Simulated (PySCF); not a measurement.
# Zn (zinc, neutral) across methods

[Ar] 3d10 4s1 5s1, high-spin 3S determinant (an excited configuration). All numbers are calculated (PySCF 2.14, the non-relativistic Hamiltonian (point nucleus), in dyall-av2z (16s12p7d2f, 101 functions)). The B2PLYP total includes its PT2 part (frozen core); its orbital energies are those of the SCF part.

```tsv
method	E (hartree)	mean ε 3d β (eV)	mean ε 4s α (eV)	mean ε 5s α (eV)	Σ⟨r²⟩ (bohr²)	⟨S²⟩
r2SCAN0	-1779.121	-19.192	-11.547	-1.955	96.22	2.001
UHF	-1777.63243	-26.717	-13.107	-2.551	98.75	2.001
PBE	-1778.915	-16.047	-10.473	-1.782	94.60	2.001
B2PLYP	-1778.887	-21.819	-11.986	-2.112	96.38	2.000
PBEsol	-1777.530	-16.078	-10.514	-1.761	94.65	2.001
r2SCAN	-1779.154	-16.386	-10.791	-1.724	96.01	2.002
PBE0	-1778.933	-18.907	-11.264	-2.041	95.70	2.001
CAM-B3LYP	-1779.288	-20.415	-12.648	-2.328	94.80	2.000
LDA	-1776.294	-16.355	-10.702	-1.766	92.45	2.001
```

The outer electron is Rydberg-like, and this basis confines it to a smaller radius and binds it less than a complete one would.
